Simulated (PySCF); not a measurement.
A search over the determinants of PbBr

Unrestricted PBE0; basis Pb def2-TZVPP with ECP60, Br def2-TZVPP; scalar-relativistic core potentials; PySCF 2.14. Outer shells of the fragments: Pb 5d10 6s2 6p2; Br 3d10 4s2 4p5.

Followed along the bond (rough minima from three points):

| 2Ms+1 | unpaired | ⟨S²⟩ at the start | R at minimum (Å) | Te (eV) |
| --- | --- | --- | --- | --- |
| 2 | π ↑ | 0.75 | 2.61 | 0.00 |
| 4 | σ ↑, π ↑↑ | 3.76 | none in the scan | ≤ 3.49 |

Solutions found at the starting distance of 2.510 Å, counted from the lowest of them; the search is not exhaustive and high or unbound solutions are not listed, so other states can lie among these:

```csv
2Ms+1,unpaired,term,E (eV),⟨S²⟩,⟨Lz²⟩,μ (D)
2,π ↑,²Π,0.00,0.75,1.00,-2.90
2,σ ↑,²Σ⁺,2.39,0.75,0.00,-1.87
4,"σ ↑, π ↑↑",⁴Σ⁻,3.71,3.76,0.00,0.19
2,"σ ↓, π ↑↑",mixed,4.12,1.76,0.00,0.67
4,π ↑↑↑,⁴Π,4.18,3.76,1.01,2.79
2,π ↑↑↓,mixed,4.46,1.76,3.02,2.82
```

A term symbol is given only where ⟨S²⟩ and ⟨Lz²⟩ are close to those of a pure state; real π, δ and φ orbitals otherwise mix terms. A positive dipole means Pb(−)Br(+).

These are scalar-relativistic numbers at best; spin–orbit coupling would shift them, the dissociation energy most. Counting both spins, an empty level lies below a filled one in some of these solutions, because spin and occupation are held.
